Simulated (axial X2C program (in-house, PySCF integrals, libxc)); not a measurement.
## Photoelectron levels of CsS⁻ by EOM-IP-CCSD

Computed with an axial X2C code built on PySCF integrals: two-component X2C with atomic mean-field Coulomb and Gaunt terms, Gaussian nuclei, basis Cs dyall-acv3z, S dyall-av3z with contracted cores.

R = 3.095 Å (1.090 times 2.839 Å, the PBE0 minimum at charge -1 for the lowest determinant).

Vertical detachment energies of CsS⁻ to the states of CsS:

| Ω of CsS | vertical detachment energy (eV) | above lowest (cm⁻¹) | ionised spinor | one-hole weight |
| --- | --- | --- | --- | --- |
| 3/2 | 0.642 | 0 | 89% S pπ, 7% Cs dπ | 0.90 |
| 1/2 | 0.669 | 221 | 62% S pπ, 25% S pσ | 0.90 |
| 1/2 | 0.735 | 749 | 58% S pσ, 27% S pπ | 0.90 |

Task: Take the first Ω = 1/2 and Ω = 3/2 rows of π character: how far apart are they, and which lies lower?

Result: E(3/2) − E(1/2) = 0 − 221 = -221 cm⁻¹ at EOM-IP-CCSD: inverted, Ω = 3/2 lower. Splittings at this level can be off by ten to twenty per cent.

This point took 19 s on 1 thread of Arm Neoverse V1, on a shared host.

Reference electrons by ω block (each with its −ω partner): 1/2: 24, 3/2: 10, 5/2: 2. 16 electrons of CsS⁻ correlated (inner shells frozen), 88 natural virtual spinors (a truncated set); levels can be off by some tenths of an eV. Roots sought by Ω: (1/2: 4, 3/2: 3, 5/2: 1); the list ends where they run out and leaves out roots under 60 % one-particle weight. The solver can skip a root, and states that need a further excitation, which the method places far too high, are missing though they may lie low or lowest. T1 of the reference 0.031 (Lee–Taylor). Number of frozen shells: Cs 4 s, 3 p, 2 d; S 2 s, 1 p. Large amplitudes in the reference (orbital relaxation or multireference character) lower the reliability.
